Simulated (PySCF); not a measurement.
A species of formula C6H11F has this rotational fingerprint, computed with B3LYP/def2-SVPD in PySCF (dipole) on a GFN2-xTB geometry, gas phase:

* Rotational constants: A = 4425, B = 1566, C = 1421 MHz
* Dipole components: |μa| = 1.02 D, |μb| = 0.73 D, |μc| = 0.88 D
* Inertial defect: -81.14 u·Å²
* κ: -0.90

**Question.** Which structure is it? (One computed conformer of each.)
A. `[F:1][CH:2]1[CH2:3][CH2:4][CH2:5][CH2:6][CH2:7]1` with F1–C2–C3–C4 67°, C2–C3–C4–C5 56°, C3–C4–C5–C6 -59°, C4–C5–C6–C7 59° (fluorocyclohexane)
B. `[CH2:1]=[C:2]([F:3])[CH2:4][CH:5]([CH3:6])[CH3:7]` with C1–C2–C4–C5 111°, C2–C4–C5–C6 -64°
C. `[CH2:1]=[CH:2][C@@H:3]([F:4])[CH2:5][CH2:6][CH3:7]` with C1–C2–C3–F4 -4°, C2–C3–C5–C6 176°, C3–C5–C6–C7 180°

**Answer.** B. It is C=C(F)CC(C)C, a near-prolate asymmetric top, point group C1. The candidates at the same level (rigid rotor, commonest isotopes):

| SMILES | A (MHz) | B (MHz) | C (MHz) | μa (D) | μb (D) | μc (D) | Δ (u·Å²) | point group | rotor |
| --- | --- | --- | --- | --- | --- | --- | --- | --- | --- |
| FC1CCCCC1 | 3609 | 2652 | 2002 | 1.08 | 0.00 | 1.45 | -78.21 | Cs | asymmetric top |
| C=C[C@@H](F)CCC | 6426 | 1228 | 1113 | 0.58 | 1.47 | 0.68 | -36.33 | C1 | near-prolate asymmetric top |
| C=C(F)CC(C)C | 4425 | 1566 | 1421 | 1.02 | 0.73 | 0.88 | -81.14 | C1 | near-prolate asymmetric top |

`FC1CCCCC1` has B 69 % too high; `C=C[C@@H](F)CCC` has A 45 % too high. No structure here is proved a minimum.
